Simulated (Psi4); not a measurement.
Calculation: SAPT0/jun-cc-pVDZ, frozen core run with Psi4.

Psi4 input:

```
molecule {
0 1
F 0.46223909 0.00000000 0.00000000
H -0.46223909 -0.00000000 -0.00000000
--
0 1
Ge 2.45259584 1.62089166 1.20840017
H 2.79893682 1.37389717 -0.26738109
H 3.54616559 2.48533756 1.85316795
H 1.10309721 2.34809706 1.30279913
H 2.36217404 0.27623606 1.94502340
units angstrom
symmetry c1
no_reorient
no_com
}
set basis jun-cc-pvdz
set scf_type df
set freeze_core true
energy('sapt0')
```

Part of the output:

```
    SAPT Results
  --------------------------------------------------------------------------------------------------------
    Electrostatics                 -5.66746258 [mEh]      -3.55638646 [kcal/mol]     -14.87992095 [kJ/mol]
      Elst10,r                     -5.66746258 [mEh]      -3.55638646 [kcal/mol]     -14.87992095 [kJ/mol]

    Exchange                       10.52298178 [mEh]       6.60327076 [kcal/mol]      27.62808487 [kJ/mol]
      Exch10                       10.52298178 [mEh]       6.60327076 [kcal/mol]      27.62808487 [kJ/mol]
      Exch10(S^2)                  10.48392735 [mEh]       6.57876373 [kcal/mol]      27.52554746 [kJ/mol]

    Induction                      -1.32614915 [mEh]      -0.83217115 [kcal/mol]      -3.48180410 [kJ/mol]
      Ind20,r                      -4.77167432 [mEh]      -2.99427084 [kcal/mol]     -12.52802921 [kJ/mol]
      Exch-Ind20,r                  4.12879135 [mEh]       2.59085569 [kcal/mol]      10.84014021 [kJ/mol]
      delta HF,r (2)               -0.68326618 [mEh]      -0.42875600 [kcal/mol]      -1.79391510 [kJ/mol]

    Dispersion                     -1.89411105 [mEh]      -1.18857263 [kcal/mol]      -4.97298789 [kJ/mol]
      Disp20                       -2.38098704 [mEh]      -1.49409192 [kcal/mol]      -6.25128061 [kJ/mol]
      Exch-Disp20                   0.48687599 [mEh]       0.30551929 [kcal/mol]       1.27829273 [kJ/mol]
      Disp20 (SS)                  -1.19049352 [mEh]      -0.74704596 [kcal/mol]      -3.12564031 [kJ/mol]
      Disp20 (OS)                  -1.19049352 [mEh]      -0.74704596 [kcal/mol]      -3.12564031 [kJ/mol]
      Exch-Disp20 (SS)              0.24635655 [mEh]       0.15459107 [kcal/mol]       0.64680903 [kJ/mol]
      Exch-Disp20 (OS)              0.24051944 [mEh]       0.15092822 [kcal/mol]       0.63148369 [kJ/mol]

  Total HF                          3.52937006 [mEh]       2.21471315 [kcal/mol]       9.26635981 [kJ/mol]
  Total SAPT0                       1.63525901 [mEh]       1.02614052 [kcal/mol]       4.29337193 [kJ/mol]
```
